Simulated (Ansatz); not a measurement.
Consider the ligand exchange at the Al–N bond: `F[SiH2][NH][AlH2]` + `C[SiH2]BN` → `C[SiH2]B[NH][AlH2]` + `N[SiH2]F`.

Calculated with Ansatz (gas phase, PBE0-D4/def2-TZVP geometries, no zero-point term in ΔE). CCSD(T)/CBS adds triple-zeta CCSD(T) − MP2 to the extrapolated MP2 energy (def2 sets, frozen cores). Functionals use def2-TZVPP. Each species was taken in one conformer, which may not be the lowest.

(1) Is it downhill or uphill in electronic energy at CCSD(T)/CBS, and by how much? (An estimate is asked.)

(2) What do these levels give: ωB97X-V, ωB97M-V, PBE0, MP2/def2-TZVPP, SCS-MP2/def2-TZVPP, MP2/def2-QZVPP? (An estimate is asked.)

Largest T1 diagnostic among the species: 0.012.

Results:

(1) Ansatz gave: Uphill: ΔE = +34.1 kJ/mol.

(2) Ansatz gave: ωB97X-V 34.1, ωB97M-V 34.3, PBE0 36.2, MP2/def2-TZVPP 34.8, SCS-MP2/def2-TZVPP 35.3, MP2/def2-QZVPP 34.3 kJ/mol.

The D4 term adds −3.6 kJ/mol with B3LYP and −2.2 kJ/mol with PBE0; it sums over pairs of atoms, weighted by their polarisabilities, and B3LYP, whose exchange is more repulsive, gets the larger term.

B3LYP here is the variant with VWN-RPA as its local correlation; programs differ in this.
